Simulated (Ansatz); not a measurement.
Relaxation of BClH5N2 (9 atoms, charge 0, multiplicity 2), to a largest force component of 0.03 eV/Å in at most 50 steps.

Computed with UKS LDA/def2-SVP (Ansatz).

```xyz
9
Properties=species:S:1:pos:R:3:forces:R:3
B 0.069 -0.078 -0.347 -0.01 -0.07 0.47
H 0.024 -0.530 1.984 -0.11 0.17 0.03
N 1.308 0.071 -0.955 0.00 0.00 -0.02
H 2.184 -0.155 -0.484 0.00 0.00 0.00
H 1.435 0.442 -1.905 0.00 0.00 -0.01
N -1.227 0.133 -0.797 0.01 -0.01 -0.01
H -2.041 0.021 -0.191 0.00 0.00 0.01
H -1.461 0.435 -1.751 0.00 0.00 0.01
Cl -0.291 -0.339 3.288 0.10 -0.08 -0.49
```

Task: Where does it end, and by what steps?

Result: The run converged. After 15 steps the energy has fallen by 0.600 eV; H2 moved furthest, 0.89 Å. Parted: H2–Cl9 (1.36 → 1.73 Å). Joined: B1–H2 (2.37 → 1.32 Å).

```json
{"step": "0", "energy less start (eV)": "0.0000", "largest force component (eV/Å)": "0.485", "accepted": "yes"}
{"step": "1", "energy less start (eV)": "-0.1261", "largest force component (eV/Å)": "0.521", "accepted": "yes"}
{"step": "2", "energy less start (eV)": "-0.2458", "largest force component (eV/Å)": "1.126", "accepted": "yes"}
{"step": "3", "energy less start (eV)": "-0.3705", "largest force component (eV/Å)": "1.502", "accepted": "yes"}
{"step": "4", "energy less start (eV)": "-0.4954", "largest force component (eV/Å)": "0.969", "accepted": "yes"}
{"step": "5", "energy less start (eV)": "-0.5462", "largest force component (eV/Å)": "0.165", "accepted": "yes"}
{"step": "6", "energy less start (eV)": "-0.5547", "largest force component (eV/Å)": "0.221", "accepted": "yes"}
{"step": "7", "energy less start (eV)": "-0.5659", "largest force component (eV/Å)": "0.092", "accepted": "yes"}
{"step": "8", "energy less start (eV)": "-0.5747", "largest force component (eV/Å)": "0.359", "accepted": "yes"}
{"step": "9", "energy less start (eV)": "-0.5814", "largest force component (eV/Å)": "0.371", "accepted": "yes"}
{"step": "10", "energy less start (eV)": "-0.5887", "largest force component (eV/Å)": "0.274", "accepted": "yes"}
{"step": "11", "energy less start (eV)": "-0.5964", "largest force component (eV/Å)": "0.111", "accepted": "yes"}
{"step": "12", "energy less start (eV)": "-0.5988", "largest force component (eV/Å)": "0.073", "accepted": "yes"}
{"step": "13", "energy less start (eV)": "-0.5996", "largest force component (eV/Å)": "0.041", "accepted": "yes"}
{"step": "14", "energy less start (eV)": "-0.6002", "largest force component (eV/Å)": "0.051", "accepted": "yes"}
{"step": "15", "energy less start (eV)": "-0.6004", "largest force component (eV/Å)": "0.019", "accepted": "yes"}
```

```xyz
9
Properties=species:S:1:pos:R:3
B 0.114 -0.162 -0.129
H 0.163 -0.632 1.107
N 1.320 0.055 -0.794
H 2.213 -0.282 -0.434
H 1.401 0.651 -1.622
N -1.199 0.063 -0.532
H -1.925 0.071 0.190
H -1.505 0.263 -1.487
Cl -0.581 -0.027 2.542
```

Whether the end is a true minimum wasn't checked by a vibrational analysis.

Time of the run: 19 s on 2 threads of Arm Neoverse V1, with other jobs on the host, peak memory 0.13 GiB.
